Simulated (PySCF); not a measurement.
[Dy(H2O)3]3+ at several levels of theory

Computed with PySCF 2.14.0 (density fitting, no spin-orbit coupling) at the geometry relaxed with r2SCAN:

```xyz
10
[Dy(H2O)3]3+ (singlet in the valence; each metal's 4f electrons, 9 of them, lie in its core potential, out of spins and levels)
Dy    0.0000    0.0000    0.0000
O     2.2598    0.0000    0.0000
H     2.8797    0.7542    0.1711
H     2.8797   -0.7543   -0.1711
O    -1.1299    1.9571    0.0000
H    -2.0930    2.1168    0.1711
H    -0.7866    2.8710   -0.1711
O    -1.1299   -1.9571    0.0000
H    -0.7867   -2.8710    0.1711
H    -2.0931   -2.1167   -0.1711
```

```json
{"level": "r2SCAN", "basis": "Dy lcecp-1-SVP with ECP55, O def2-SVP, H def2-SVP", "state": "singlet", "HOMO (eV)": "-23.86", "gap (eV)": "6.46", "charge on Dy1 (e)": "1.96", "population of f-type functions on Dy1 (polarisation alone where 4f lies in the core)": "0.04", "dipole about the centre of mass (D)": "0.00", "largest force component (eV/Å)": "0.07"}
{"level": "revPBE", "basis": "the same", "state": "singlet", "HOMO (eV)": "-23.39", "gap (eV)": "5.46", "charge on Dy1 (e)": "1.85", "population of f-type functions on Dy1 (polarisation alone where 4f lies in the core)": "0.04", "dipole about the centre of mass (D)": "0.00", "largest force component (eV/Å)": "0.33"}
{"level": "BLYP", "basis": "the same", "state": "singlet", "HOMO (eV)": "-23.32", "gap (eV)": "5.29", "charge on Dy1 (e)": "1.81", "population of f-type functions on Dy1 (polarisation alone where 4f lies in the core)": "0.04", "dipole about the centre of mass (D)": "0.00", "largest force component (eV/Å)": "0.45"}
{"level": "HF", "basis": "the same", "state": "singlet", "HOMO (eV)": "-30.06", "gap (eV)": "16.21", "charge on Dy1 (e)": "2.27", "population of f-type functions on Dy1 (polarisation alone where 4f lies in the core)": "0.04", "dipole about the centre of mass (D)": "0.00", "largest force component (eV/Å)": "1.54"}
{"level": "r2SCAN", "basis": "Dy lcecp-1-TZVP with ECP55, O def2-TZVP, H def2-TZVP", "state": "singlet", "HOMO (eV)": "-23.85", "gap (eV)": "6.49", "charge on Dy1 (e)": "2.22", "population of f-type functions on Dy1 (polarisation alone where 4f lies in the core)": "0.05", "dipole about the centre of mass (D)": "0.00", "largest force component (eV/Å)": "0.27"}
```

In the lcecp rows the 4f levels are missing from HOMO and gap, and the state counts the valence alone.

Charges are Mulliken's, which hang on the basis. The relaxation used the grid (50, 194), these runs (75, 302) or, all-electron (x2c bases, spin-free X2C Hamiltonian), (99, 590).

(1) What does TPSSh with Dy lcecp-1-SVP with ECP55, O def2-SVP, H def2-SVP give here?

No frequency check is given that shows the relaxed geometry to be a minimum. An lcecp potential fixes the number of 4f electrons, so in runs with it no electron can move into or out of that shell.

## Answers

(1) state singlet, HOMO (eV) -24.26, gap (eV) 6.86, charge on Dy1 (e) 1.94, population of f-type functions on Dy1 (polarisation alone where 4f lies in the core) 0.04, dipole about the centre of mass (D) 0.00, largest force component (eV/Å) 0.15. Time: 7.2 s on 2 threads of Arm Neoverse V2, on a shared host, from an already converged density.
